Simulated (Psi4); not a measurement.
C₄F₅, doublet, at a GFN2-xTB geometry, with bond 1-2 at 1.3 times its length. Base run: PBE0/pcseg-1 (Psi4 1.11).

Psi4 was given this input:
```
memory 2 GB

molecule {
0 2
F     3.01908650    1.13274833    0.22160399
C     1.86621234   -0.12970003    0.44673461
F     2.38997822   -1.05521826    1.23957711
C     0.66828368   -0.14622884   -0.03593613
C    -0.54593179   -0.20717033   -0.61192545
F    -0.67920932   -0.79433365   -1.81482069
C    -1.71329410    0.29617516   -0.06241471
F    -2.89647638    0.23277077   -0.63157634
F    -1.75084455    0.89998307    1.10895717
}

set {
  basis pcseg-1
  reference uks
}

energy('pbe0')
print_variables()
```

Each row names what was changed in the base input (with any setting that the change needs).

| change | ΔE vs base (mEh) | SCF cycles | grid points | basis functions | outcome |
|---|---|---|---|---|---|
| base | 0.000 | 14 | 192853 | 126 | converged |
| guess = sapgau | 0.000 | 13 | 192853 | 126 | converged |
| soscf = true | 0.000 | 7 | 192853 | 126 | converged |
| cholesky_tolerance = 1e-6 (with scf_type cd) | - | - | - | 126 | input refused |
| guess = gwh | 0.000 | 19 | 192853 | 126 | converged |
| dft_pruning_scheme = treutler | -0.023 | 14 | 106155 | 126 | converged |
| dft_spherical_points = 110 | -0.136 | 14 | 70403 | 126 | converged |
| scf_initial_accelerator = ediis | 0.000 | 14 | 192853 | 126 | converged |
| scf_initial_accelerator = none | 0.000 | 13 | 192853 | 126 | converged |
| cholesky_tolerance = 1e-3 (with scf_type cd) | -3.244 | 14 | 192853 | 126 | converged |
| damping_percentage = 20 | 0.002 | 19 | 192853 | 126 | converged |
| df_basis_scf = cc-pvqz-jkfit | -0.023 | 14 | 192853 | 126 | converged |
| guess = sap | 0.000 | 16 | 192853 | 126 | converged |

Open shells are given as the SCF converged; they aren't shown to be the lowest states, and a large step between rows can be another state.

- cholesky_tolerance = 1e-6 (with scf_type cd): ended with `Fatal Error: Not enough memory for CD.`
